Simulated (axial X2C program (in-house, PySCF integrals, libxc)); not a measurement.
Low determinants of SnTe⁻ at the PBE0 level, two-component

Calculated with an in-house relativistic program for diatomic molecules. Two-component (2c) means X2C with spin–orbit coupling and atomic mean-field two-electron Coulomb and Gaunt terms. Basis: Te dyall-acv3z [12s13p9d5f1g], Sn dyall-acv3z [12s13p10d5f1g] (cores contracted in-house); Gaussian nuclei, density fitting, unrestricted open shells. Masses: Te 129.906 u, Sn 119.902 u.

Search at 2.652 Å (vertical energies from the lowest determinant):

| ΔE (eV) | state | electrons beyond evenly filled partner blocks | electrons in ±ω = 1/2, 3/2, 5/2, 7/2 |
| --- | --- | --- | --- |
| 0.00 | Ω = 1/2 | ω = 1/2 | 65 30 8 0 |
| 0.28 | Ω = 3/2 | ω = 3/2 | 64 31 8 0 |
| 1.68 | Ω = 5/2 | ω = -1/2, 2 × ω = 3/2 | 65 30 8 0 |
| 2.02 | Ω = 1/2 | 2 × ω = -1/2, ω = 3/2 | 64 31 8 0 |
| 2.11 | Ω = 3/2 | ω = 3/2 | 66 29 8 0 |
| 2.35 | Ω = 7/2 | ω = 1/2, 2 × ω = 3/2 | 65 30 8 0 |
| 2.63 | Ω = 5/2 | 2 × ω = 1/2, ω = 3/2 | 64 31 8 0 |

Lowest determinant, Ω = 1/2 (⟨Sz⟩ = -0.49, ⟨Lz⟩ = 0.99 at PBE0): Re = 2.646 Å, ωe = 214.1 cm⁻¹.

The determinant in row 2 of the search, Ω = 3/2 (⟨Sz⟩ = 0.51, ⟨Lz⟩ = 0.99 at PBE0), was followed along the bond at PBE0; measured from the minimum of the lowest determinant it gives:

Te = 0.279 eV (2250 cm⁻¹), Re = 2.642 Å, ωe = 215.0 cm⁻¹.

Problem. Compare the bond of the determinant in row 2 with that of the lowest one.

Solution. At PBE0 its Re is 0.004 Å shorter and its force constant, which goes as ωe², is 1.01 times that of the lowest determinant. T0 ≈ Te + Δωe/2 = 2250 + (0) = 2250 cm⁻¹.

The search compares states at one distance, so a state with another bond length can lie lower; it is not exhaustive and yields mostly the lowest determinant of each block pattern, so other components and higher states of one pattern are missing. These are energies of single determinants, not of spin-adapted states; PBE0 term energies can be off by some tenths of an eV, and the functional has no current term. For an anion, determinants above electron detachment are held by the basis set. The highest occupied level of some functionals is positive through self-interaction error; at Hartree–Fock it is bound. Row 1 has a positive highest level at its minimum. Row 2 has a positive highest level at its minimum.
